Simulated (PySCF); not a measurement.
BeAl⁺: energy against distance

Set-up: Be jorge-DZP-DKH, Al jorge-DZP-DKH; spin-free X2C with a Gaussian nucleus (PySCF 2.14). Energies in eV from Be + Al⁺ in their ground configurations at the same level. All curves are PBE0. state 1: ¹Σ⁺ (singlet), closed shell; state 2: ³Σ⁺ (triplet), unpaired electrons σ ↑↑, a second solution, started from another occupation; state 3: triplet, unpaired electrons σ ↑, π ↑, a second solution, started from another occupation; state 4: Ms = 0 determinant of mixed spin (⟨S²⟩ near 1.0), unpaired electrons σ ↑, π ↓, a second solution, started from another occupation.

| R (Å) | state 1 | state 2 | state 3 | state 4 |
| --- | --- | --- | --- | --- |
| 2.421 | -0.5990 | 0.7452 | 0.7880 | 1.2347 |
| 2.534 | -0.7169 | 0.6921 | 0.8807 | 1.3366 |
| 2.646 | -0.7809 | 0.6820 | 0.9938 | 1.4585 |
| 2.731 | -0.8030 | 0.6930 | 1.0830 | 1.5552 |
| 2.815 | -0.8086 | 0.7144 | 1.1707 | 1.6518 |
| 2.899 | -0.8017 | 0.7428 | 1.2543 | 1.7459 |
| 3.012 | -0.7781 | 0.7868 | 1.3564 | 1.8647 |
| 3.153 | -0.7333 | 0.8464 | 1.4664 | 1.9982 |
| 3.322 | -0.6670 | 0.9192 | 1.5734 | 2.1334 |
| 3.547 | -0.5713 | 1.0139 | 1.6784 | 2.2704 |

Problem. Put a parabola through the three lowest points of the state 1 curve and estimate Re, k and ωe (reduced mass 6.756 u; 1 eV/Å² = 0.16022 mdyn/Å; ωe = 1302.8·√(k/μ) cm⁻¹).

Solution. Through R = 2.731, 2.815, 2.899 Å the second-order coefficient is 0.886 eV/Å², so Re ≈ 2.811 Å, k ≈ 0.284 mdyn/Å and ωe ≈ 267 cm⁻¹. A polynomial fit of higher order to the unrounded PBE0 energies gives Re = 2.807 Å, k = 0.289 mdyn/Å, ωe = 269 cm⁻¹; anharmonicity and rounding make the difference.

The higher-order fit for each curve: state 1: Re = 2.807 Å, ωe = 269 cm⁻¹, De = 0.81 eV; state 2: Re = 2.623 Å, ωe = 307 cm⁻¹, minimum 0.68 eV above the ground-state fragments. State 3 gave no clean fit. State 4 gave no clean fit.

Closed-shell solutions of metal pairs were not tested for spin polarisation, which can lower them a little. For an ion De counts to the pair picked by the measured ionisation energies or electron affinities, which need not be the lowest pair at this level.
